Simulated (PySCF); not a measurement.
Dipole polarisabilities along group 10, charge +1

Calculated with PySCF 2.14 for the ground configurations, without spin-orbit coupling: coupled response for Hartree-Fock and DFT. Mean α in bohr³, C₆ of like pairs in atomic units.

```tsv
species	α UHF	α PBE	α PBE0	C₆ UHF	C₆ PBE	C₆ PBE0
Ni⁺ [Ar] 3d9 (aug-cc-pVTZ-DK, spin-free X2C)	5.652	9.028	7.495	18.09	29.47	24.30
Pd⁺ [Kr] 4d9 (aug-cc-pVTZ-DK, spin-free X2C)	9.829	11.88	11.13	59.07	72.85	67.97
Pt⁺ [Xe] 4f14 5d9 (aug-cc-pVTZ-PP with ECP60MDF, ECP)	14.66	16.97	16.02	108.2	128.9	120.6
```

The values depend on the diffuse functions of the basis.
